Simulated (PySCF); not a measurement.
3-chloro-1,1-difluoropropa-1,2-diene (C3HClF2), SMILES FC(F)=C=CCl.

Geometry: B3LYP-D3(BJ)/def2-SVP.

These are PBE0/def2-TZVP (PySCF) values and carry that method's errors.

Symmetry labels are those of the subgroup Cs that the program uses (full group Cs).

Computed valence orbital energies around the gap with their symmetry:
```json
[
 {"orbital": "HOMO−7", "symmetry": "A'", "energy (eV)": "-13.34"},
 {"orbital": "HOMO−6", "symmetry": "A\"", "energy (eV)": "-13.20"},
 {"orbital": "HOMO−5", "symmetry": "A'", "energy (eV)": "-13.11"},
 {"orbital": "HOMO−4", "symmetry": "A\"", "energy (eV)": "-12.71"},
 {"orbital": "HOMO−3", "symmetry": "A\"", "energy (eV)": "-10.92"},
 {"orbital": "HOMO−2", "symmetry": "A'", "energy (eV)": "-9.35"},
 {"orbital": "HOMO−1", "symmetry": "A\"", "energy (eV)": "-8.25"},
 {"orbital": "HOMO", "symmetry": "A'", "energy (eV)": "-8.00"},
 {"orbital": "LUMO", "symmetry": "A\"", "energy (eV)": "-1.30"},
 {"orbital": "LUMO+1", "symmetry": "A'", "energy (eV)": "-0.69"},
 {"orbital": "LUMO+2", "symmetry": "A'", "energy (eV)": "1.14"},
 {"orbital": "LUMO+3", "symmetry": "A'", "energy (eV)": "2.19"}
]
```
